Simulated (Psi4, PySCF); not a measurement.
Internal rotation in SMILES C(/C=C\C(C)C)(C)C. Scanned: dihedral C1–C2–C4–C5; all other coordinates were relaxed at GFN2-xTB. Heavy atoms are numbered in the order of the SMILES CC(C)/C=C\C(C)C, hydrogens after them in the order of the atoms that carry them; the mirror image has the same energies with the sign of each dihedral reversed.

Methods: PBE/def2-SVP // GFN2-xTB (Psi4); PBE0-D3(BJ)/def2-SVP // GFN2-xTB (Psi4); RKS-B3LYP/6-31G* = restricted B3LYP/6-31G*, spherical d, density fitting // GFN2-xTB (PySCF).

Energies in kcal/mol, each method relative to its own lowest point.

| φ / ° | PBE/def2-SVP | PBE0-D3(BJ)/def2-SVP | RKS-B3LYP/6-31G* |
|---|---|---|---|
| -150 | 0.6 | 0.4 | 0.7 |
| -120 | 0.0 | 0.0 | 0.0 |
| -90 | 0.5 | 0.4 | 0.7 |
| -60 | 2.2 | 1.9 | 2.5 |
| -30 | 4.4 | 4.2 | 4.9 |
| 0 | 3.8 | 3.6 | 4.3 |
| 30 | 4.0 | 3.6 | 4.5 |
| 60 | 3.3 | 2.6 | 3.8 |
| 90 | 3.9 | 3.5 | 4.4 |
| 120 | 3.8 | 3.6 | 4.3 |
| 150 | 4.4 | 4.3 | 4.9 |
| 180 | 2.6 | 2.2 | 2.8 |
